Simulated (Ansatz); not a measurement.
Reaction (SMILES): C[Si-](C)C -> [CH2-][SiH](C)C
Each molecule is optimised on its own at B3LYP-D3(BJ)/def2-TZVP (Ansatz, a first-principles code), one conformer each, not searched for the lowest.

Wanted: isomerisation energy (electronic energy difference), in kcal/mol. Cores are frozen in the correlated levels unless marked. No spin-orbit coupling. No relativistic terms. Anions need diffuse functions: aug- sets have them; def2-D sets add few; the other sets have none. CBS marks a two-point X^-3 extrapolation of the correlation energy; Hartree-Fock from the larger set.

| level | program | isomerisation energy (kcal/mol) |
|---|---|---|
| BLYP/def2-TZVPD | Ansatz | 8.4 |
| revPBE-D3(BJ)/def2-TZVPD | Ansatz + dftd3 | [?] |
| BHLYP-D3(BJ)/def2-TZVPD | Ansatz + dftd3 | 8.0 |
| BHLYP/def2-TZVPD | Ansatz | 7.4 |
| r2SCANh/def2-TZVPD | Ansatz | 7.6 |
| HSE06-D4/def2-TZVPD | Ansatz + dftd4 | 9.3 |
| SCS-MP2/6-31G | Ansatz | 29.3 |
| SCS-MP2/cc-pV(D+d)Z | Ansatz | 12.6 |
| SCS-MP2/cc-pVTZ | Ansatz | 10.1 |
| SCS-MP2/cc-pV(Q+d)Z | Ansatz | 7.2 |
| CCSD/aug-cc-pV(D+d)Z | Ansatz | 9.9 |
| CCSD(T)/CBS(aug-cc-pV(T+d)Z,aug-cc-pV(Q+d)Z) | Ansatz | 7.6 |

### Question
What belongs in the gaps?

### Answer

- revPBE-D3(BJ)/def2-TZVPD, isomerisation energy (kcal/mol): 10.8
